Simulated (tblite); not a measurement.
Compound: C4H9B.
SMILES with atom numbers: `[BH2:1][CH2:2][CH2:3][CH:4]=[CH2:5]` (hydrogens: H6, H7 on B1; H8, H9 on C2; H10, H11 on C3; H12 on C4; H13, H14 on C5)

Computed with GFN2-xTB (tblite), gas phase: nudged elastic band of 9 images (0 to 8), spring 0.2 eV/Å², climbing image at the end, force threshold 0.05 eV/Å. No saddle search or frequency run followed, so the top image need not be a first-order saddle, and its height can exceed the method's true barrier by a kcal/mol or more.

The band describes a rotation about C2–C3 (sp3 carbon bound to boron, allylic carbon), followed by the dihedral B1–C2–C3–C4, from the optimised start (180°) to a second optimised geometry at -64°.

**Question.** Give the energy profile along the converged band.

**Answer.** 
| image | dihedral (°) | E (kJ/mol) | C2–C3 (Å) | B1···C4 (Å) | largest true force (eV/Å) |
| --- | --- | --- | --- | --- | --- |
| 0 | 180 | 0.00 | 1.536 | 3.94 | 0.01 |
| 1 | -166 | 1.27 | 1.538 | 3.93 | 0.04 |
| 2 | -151 | 4.41 | 1.541 | 3.88 | 0.05 |
| 3 | -137 | 7.98 | 1.544 | 3.81 | 0.04 |
| 4 | -122 | 10.07 | 1.546 | 3.72 | 0.04 |
| 5 | -108 | 9.43 | 1.546 | 3.59 | 0.04 |
| 6 | -94 | 6.54 | 1.543 | 3.45 | 0.05 |
| 7 | -79 | 3.20 | 1.540 | 3.30 | 0.05 |
| 8 | -64 | 1.40 | 1.537 | 3.16 | 0.01 |

Barriers of this band. The top is image 4 at -122°: 10.07 kJ/mol forward and 8.67 kJ/mol back; the end lies 1.40 kJ/mol above the start. The central bond is 0.010 Å longer at the top than at the start.

**Question.** What rate follows at 200 K for crossing this barrier forward?

**Answer.** Taking the electronic barrier for the free energy of activation (no zero-point or entropy terms, transmission 1), rate = (kT/h)·exp(−ΔE/kT) ≈ 1 × 10^10 s⁻¹, whose inverse is 1 × 10^-10 s. An error of 1 kcal/mol in the barrier changes this by a factor of 12, and the method and the loose band can each miss by that much or more.

**Question.** How would the two end points share their population at 200 K, from these energies alone?

**Answer.** exp(−ΔE/kT) with ΔE = 0.015 eV gives 0.42 for the higher one (end) against 1 for the lower, without vibrational, rotational or degeneracy terms. GFN2-xTB can put conformers this close in the wrong order.

**Question.** How long is the path, and how are the images spaced?

**Answer.** Cartesian distances between aligned neighbours (all atoms, Å): 0.60, 0.61, 0.61, 0.62, 0.61, 0.62, 0.62, 0.66; the sum is 4.94 Å, and the top lies 49 % of the way along.

The cost below is that of the whole band run. Hardware: Arm Neoverse V1, one thread, shared host. Cost: 1.5 s of wall time, 0.18 GiB resident at most.
